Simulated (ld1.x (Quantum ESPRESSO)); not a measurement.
# rhenium, PAW: configuration errors across variants

ld1.x (Quantum ESPRESSO) 7.5 input, shortened:

```
&input
   title='Re', zed=75., rel=1, dft='PBE', iswitch=3,
   config='[Xe] 4f14 5d5 6s1 6p0'
 /
 &inputp
   pseudotype=3, lpaw=.true., tm=.true., lloc=-2, rcloc=0.85,
   nlcc=.false.,
   which_augfun='PSQ', rmatch_augfun=1.05
 /
8
5S  1  0   2.00   0.00  1.70  2.00  0.0
6S  2  0   1.00   0.00  1.70  2.00  0.0
5P  2  1   6.00   0.00  1.90  2.35  0.0
6P  3  1   0.00   0.00  1.90  2.35  0.0
5D  3  2   5.00   0.00  1.35  1.90  0.0
5D  3  2   0.00   1.95  1.35  1.90  0.0
4F  4  3  14.00   0.00  1.00  1.10  0.0
4F  4  3   0.00  -2.15  1.00  1.10  0.0
 &test
   configts(1)='4f14 5s2 5p6 5d5 6s1 6p0'
 /
```

All-electron excitation energies from the reference (eV): (1) 4f14 5s2 5p6 5d5 6s2 6p0 -9.248; (2) 4f14 5s2 5p6 5d5 6s0 6p0 16.322; (3) 4f14 5s2 5p6 5d4 6s0 6p0 43.450; (4) 4f14 5s1 5p6 5d5 6s2 6p0 82.512; (5) 4f13 5s2 5p6 5d5 6s2 6p0 43.155; (6) 4f14 5s2 5p6 5d4 6s2 6p0 0.712; (7) 4f14 5s2 5p6 5d3 6s0 6p0 82.808.

The overlap operator is not positive definite (basis up to 400 Ry) in “base”, “waves 4f (bound): rcut 0.68, rcutus 0.72 bohr; 4f channel at -2.15 Ry: rcut 0.68, rcutus 0.72 bohr”, “waves 4f (bound): rcut 0.90, rcutus 0.96 bohr; 4f channel at -2.15 Ry: rcut 0.90, rcutus 0.96 bohr”, “waves 4f (bound): rcut 1.00, rcutus 1.14 bohr; 4f channel at -2.15 Ry: rcut 1.00, rcutus 1.14 bohr”, “waves 4f (bound): rcut 1.00, rcutus 1.30 bohr; 4f channel at -2.15 Ry: rcut 1.00, rcutus 1.30 bohr”, “waves 4f (bound): rcut 1.00, rcutus 1.44 bohr; 4f channel at -2.15 Ry: rcut 1.00, rcutus 1.44 bohr”, “waves 4f (bound): rcut 1.00, rcutus 1.54 bohr; 4f channel at -2.15 Ry: rcut 1.00, rcutus 1.54 bohr”, “waves 4f (bound): rcut 1.00, rcutus 1.66 bohr; 4f channel at -2.15 Ry: rcut 1.00, rcutus 1.66 bohr”. Such files are unfit for use, however small their errors in these radial tests.

Errors AE − PS in meV (a dash: test not solved or not reliable):

```tsv
change	(1)	(2)	(3)	(4)	(5)	(6)	(7)	bound ghosts
base	+3.1	-5.5	-13	-148	-1389	-1.9	-41	not determined (overlap not positive)
waves 4f (bound): rcut 0.68, rcutus 0.72 bohr; 4f channel at -2.15 Ry: rcut 0.68, rcutus 0.72 bohr	+3.3	-6.1	-16	-136	-1068	-1.7	-46	not determined (overlap not positive)
waves 4f (bound): rcut 0.90, rcutus 0.96 bohr; 4f channel at -2.15 Ry: rcut 0.90, rcutus 0.96 bohr	+2.9	-5.6	-14	–	–	–	–	not determined (overlap not positive)
waves 4f (bound): rcut 1.00, rcutus 1.14 bohr; 4f channel at -2.15 Ry: rcut 1.00, rcutus 1.14 bohr	+3.0	-5.4	-12	–	–	–	–	not determined (overlap not positive)
waves 4f (bound): rcut 1.00, rcutus 1.30 bohr; 4f channel at -2.15 Ry: rcut 1.00, rcutus 1.30 bohr	+3.0	-5.5	-11	–	–	–	–	not determined (overlap not positive)
waves 4f (bound): rcut 1.00, rcutus 1.44 bohr; 4f channel at -2.15 Ry: rcut 1.00, rcutus 1.44 bohr	+3.0	-5.5	-11	–	–	–	–	not determined (overlap not positive)
waves 4f (bound): rcut 1.00, rcutus 1.54 bohr; 4f channel at -2.15 Ry: rcut 1.00, rcutus 1.54 bohr	+2.9	-5.6	-14	–	–	–	–	not determined (overlap not positive)
waves 4f (bound): rcut 1.00, rcutus 1.66 bohr; 4f channel at -2.15 Ry: rcut 1.00, rcutus 1.66 bohr	+3.0	-5.6	-14	–	–	–	–	not determined (overlap not positive)
```

(1) Give the same row for: waves 4f (bound): rcut 0.82, rcutus 0.86 bohr; 4f channel at -2.15 Ry: rcut 0.82, rcutus 0.86 bohr.

Answers

(1) +2.9, -5.5, -14, -143, -1182, -1.9, -44; bound ghosts: not determined (overlap not positive). Its overlap operator is not positive definite in a basis up to 400 Ry (lowest eigenvalue s -0.0006), so the file is unfit for use: the generalised eigenproblem breaks down once the basis is large enough, and its test numbers describe a broken file.
